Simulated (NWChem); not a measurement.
C₅H₁₀O; SMILES OC1CCCC1

```xyz
16

O     -0.0004    -1.8118    -0.5646
C     -0.1101    -0.8811     0.4887
C     -1.2662     0.1206     0.2763
C     -0.6216     1.4329    -0.2275
C      0.8609     1.1003    -0.4448
C      1.1296     0.0120     0.5920
H      0.1409    -1.3214    -1.3816
H     -0.2570    -1.4917     1.3923
H     -1.8217     0.2850     1.2122
H     -1.9821    -0.3128    -0.4386
H     -0.7113     2.2179     0.5404
H     -1.1042     1.8295    -1.1335
H      1.5210     1.9754    -0.3493
H      1.0257     0.7014    -1.4626
H      2.0554    -0.5600     0.4307
H      1.1806     0.4627     1.5983
```
Atoms are numbered in this order, from 1.

Results from NWChem. Pople sets run with spherical d functions. Geometry: optimised at PBE0/def2-SVP. Total energies compare along this basis series because the functional is fixed.

```json
[
 {"level": "B3LYP/STO-3G", "basis functions": "40", "energy (Ha)": "-268.3701", "highest occupied level (eV)": "-3.63", "orbital gap (eV)": "11.91", "dipole (D)": "1.39"},
 {"level": "B3LYP/3-21G", "basis functions": "74", "energy (Ha)": "-270.2817", "highest occupied level (eV)": "-6.53", "orbital gap (eV)": "8.82", "dipole (D)": "1.78"},
 {"level": "B3LYP/6-31G*", "basis functions": "104", "energy (Ha)": "-271.7598", "highest occupied level (eV)": "-6.92", "orbital gap (eV)": "8.66", "dipole (D)": "1.71"},
 {"level": "B3LYP/6-31+G*", "basis functions": "128", "energy (Ha)": "-271.7729", "highest occupied level (eV)": "-7.33", "orbital gap (eV)": "7.38", "dipole (D)": "1.97"},
 {"level": "B3LYP/def2-SVP", "basis functions": "134", "energy (Ha)": "-271.5713", "highest occupied level (eV)": "-7.11", "orbital gap (eV)": "8.14", "dipole (D)": "1.65"},
 {"level": "B3LYP/def2-SVPD", "basis functions": "203", "energy (Ha)": "-271.5953", "highest occupied level (eV)": "-7.44", "orbital gap (eV)": "7.61", "dipole (D)": "1.86"},
 {"level": "B3LYP/def2-TZVP", "basis functions": "246", "energy (Ha)": "-271.8787", "highest occupied level (eV)": "-7.34", "orbital gap (eV)": "7.82", "dipole (D)": "1.74"}
]
```
